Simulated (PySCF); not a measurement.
A structure optimised at PBE-D3(BJ)/def2-TZVP, used in a PySCF frequency run:

```
Tl
I 1 2.8611
```

Task: Write its SMILES, formula and point group.

Result: [I][Tl], ITl, C∞v

Task: What are its rotational constants (standard atomic weights)?

Result: 0.78854 GHz (linear rotor, B only)
